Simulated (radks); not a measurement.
The numbers below are computed, except where a source is named.
Problem. Successive ionisation energies (eV) of one element, from differences of total energies of ions in their ground configurations, starting at charge 66: 17301.3, 17670.9, 18183.0, 18463.4, 74580, 75867. Code: a radial shooting solver on a logarithmic mesh with Libxc functionals. Model: Dirac Kohn-Sham, relativistic LDA (MacDonald-Vosko exchange, VWN5 correlation), spin-unpolarised, spherical densities, finite nucleus; open shells fill j = l - 1/2 first; Fermi nuclear charge, rms radius 5.347 fm. Which element is it?

Solution. Hafnium (Z = 72). The first species listed is Hf66+ in [He] 2s2 2p2, the last Hf71+ in 1s1.
